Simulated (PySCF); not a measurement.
# BeO⁺, CCSD(T): how much the basis matters

PySCF, UHF reference; doublet, unpaired electrons π ↑; De to Be⁺ + O without counterpoise correction. Frozen cores follow the default of each basis and core potential.

```json
{"basis": "cc-pVDZ", "relativity": "no relativity", "functions": "28", "Re (Å)": "1.463", "ωe (cm⁻¹)": "1192", "De (eV)": "3.33", "frozen orbitals": "1"}
{"basis": "aug-pcseg-1", "relativity": "no relativity", "functions": "36", "Re (Å)": "1.464", "ωe (cm⁻¹)": "1156", "De (eV)": "3.20", "frozen orbitals": "1"}
{"basis": "cc-pVTZ", "relativity": "no relativity", "functions": "60", "Re (Å)": "1.427", "ωe (cm⁻¹)": "1269", "De (eV)": "3.81", "frozen orbitals": "1"}
```

(1) How does each smaller set differ from the one with most functions, cc-pVTZ?

Correlated steps freeze 1 core orbital. Correlated levels converge slowly with the basis: in double zeta they bind strong bonds too weakly, by up to about 1 eV, and carry superposition errors of some tenths. For an ion De counts to the pair picked by the measured ionisation energies or electron affinities, which need not be the lowest pair at this level. The state is the lowest determinant that a PBE0 search found; another state may lie lower at other levels.

Results:

(1) cc-pVDZ: +3.6 pm, -6.1 % in ωe, -0.48 eV in De; aug-pcseg-1: +3.7 pm, -8.9 % in ωe, -0.61 eV in De. All at CCSD(T); the set with most functions is neither the basis-set limit nor always the best.
